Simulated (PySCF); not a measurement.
## Stretching CsH

Set-up: basis Cs def2-SVPD with ECP46, H def2-SVPD; scalar-relativistic core potentials; PySCF 2.14. Energies in eV from Cs + H in their ground configurations at the same level. State: ¹Σ⁺ (singlet), closed shell.

All columns are PBE0. A positive dipole means Cs(−)H(+).

```csv
R (Å),E (eV),μ (D),Mulliken charge on Cs (basis-dependent),HOMO (eV),LUMO (eV),Mayer bond order,⟨S²⟩
2.218,-1.329,-6.58,0.36,-3.95,-0.83,0.87,0.00
2.321,-1.464,-7.06,0.36,-3.94,-0.88,0.87,0.00
2.424,-1.541,-7.53,0.37,-3.91,-0.94,0.87,0.00
2.502,-1.570,-7.86,0.37,-3.89,-0.98,0.87,0.00
2.579,-1.579,-8.18,0.37,-3.86,-1.02,0.87,0.00
2.656,-1.571,-8.49,0.37,-3.83,-1.06,0.87,0.00
2.760,-1.540,-8.89,0.37,-3.78,-1.11,0.88,0.00
2.889,-1.475,-9.37,0.37,-3.73,-1.17,0.88,0.00
3.043,-1.373,-9.92,0.36,-3.66,-1.25,0.88,0.00
3.249,-1.212,-10.60,0.35,-3.57,-1.36,0.88,0.00
```

A fit through these points gives, at Re = 2.578 Å, μ = -8.17 D and dμ/dR = -4.08 D/Å; the reduced mass is 1.0 u.

Question: How strong is the fundamental in the double-harmonic approximation, I = 42.26·(dμ/dR)²/μred km/mol?

Answer: I = 42.26·(-4.08)²/1.0 = 703 km/mol at PBE0.

Spin–orbit coupling is left out.
